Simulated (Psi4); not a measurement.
Conformational energy of CH₇ClSi₂, SMILES [SiH2](Cl)[SiH2]C. Scanned: dihedral C1–Si2–Si3–Cl4; all other coordinates were relaxed at B3LYP-D3(BJ)/def2-SVP. Points at φ and −φ are mirror images.

Geometry of the scan point at -60° (Å):
```
11

C      1.6918    -0.2937     0.0289
Si     0.2210     0.8811     0.1760
Si    -1.7396    -0.3328    -0.2533
Cl    -1.5219    -1.0759    -2.2043
H      1.6377    -1.0822     0.7958
H      2.6464     0.2419     0.1493
H      1.6843    -0.7771    -0.9607
H      0.1540     1.4935     1.5387
H      0.3075     1.9816    -0.8294
H     -1.9038    -1.4975     0.6642
H     -2.9858     0.4836    -0.2065
```

Calculation: DF-MP2 (frozen core)/cc-pVTZ // B3LYP-D3(BJ)/def2-SVP (Psi4 1.11).

Scanned values (°): -150, -120, -90, -60, -30, 0, 30, 60, 90, 120, 150, 180.

Question: At which scan points does the profile have its minima and maxima, and how high do they lie?

Answer: Lower than their neighbours: -60° (0.00 kJ/mol), 60° (0.00 kJ/mol), 180° (2.11 kJ/mol). Higher than their neighbours: -120° (6.13 kJ/mol), 0° (3.28 kJ/mol), 120° (6.13 kJ/mol). The whole profile spans 6.13 kJ/mol.
